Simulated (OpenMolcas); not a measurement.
Pm3+ with its 6 nearest bromide ions at 2.868 Å, on the Ca site of CsCaBr3 (a = 5.69 Å, distance in the model lattice 2.845 Å). The rest of the host is ab initio model potentials to 7.6 Å, with orthogonalisation functions on the cations behind the ligands, and point charges beyond; the distance is set by hand and nothing relaxes, and no local charge compensation is placed. Ligand basis ANO-RCC-VDZP.
```
Pm    0.0000    0.0000    0.0000
Br    2.8680    0.0000    0.0000
Br    0.0000    2.8680    0.0000
Br   -2.8680    0.0000    0.0000
Br    0.0000   -2.8680    0.0000
Br    0.0000    0.0000    2.8680
Br    0.0000    0.0000   -2.8680
```

```yaml
Program: OpenMolcas
Method: CASSCF
Basis: ANO-RCC-VDZP [7s6p4d2f1g]
Scalar_Hamiltonian: DKH2, point nucleus
Active_space: 4 electrons in 7 orbitals (4f)
State_averaging: 2S+1 = 5 even, 35 roots (32 in the spin-orbit step); 2S+1 = 3 even, 117 roots kept (CI in the orbitals of an earlier block, 106 in the spin-orbit step); 2S+1 = 1 even, 75 roots kept (CI in the orbitals of an earlier block, 31 in the spin-orbit step)
Spin-orbit_coupling: state interaction with AMFI integrals over the reference wave functions
```

Task: What is the spin-free ground state (labels of O, the rotations of Oh)?

Result: 5T2, 3-fold in its orbital part, 100 % from free-ion I terms; it has the highest spin that f4 allows.

Task: Where is the first state of the same spin?

Result: 5A1 at 25.3 cm-1 above the ground state.

Task: What are the lowest two levels with spin-orbit coupling?

Result: A 3-fold level T2, then a 1-fold level A1 107.9 cm-1 above it. Their leading multiplicities are 5 (98 %) and 5 (98 %).

Task: What is χT at 300 K, and how does it compare with the textbook value?

Result: Hund's rules give f4 the level 5I4 with g = 0.600, so an isolated free-ion multiplet has χT = g² J(J+1) / 8 = 0.900 cm3 K/mol. The computed 0.974 at 300 K differs by +8 %, through the field's splitting, the mixing of terms and any other multiplet in reach.

High states are left out of the spin-orbit mixing, which shifts the levels that they would mix with. Without dynamic correlation the ligand-field splitting of an f shell can come out too small, at times by half. The first state left out of the spin-orbit step lies near 39000 cm-1 above the lowest spin-free state of the reference (among the parities and spins computed), and the lists stop at four fifths of that energy or lower. No measured value stands beside these numbers; the geometry was set by hand and not optimised.
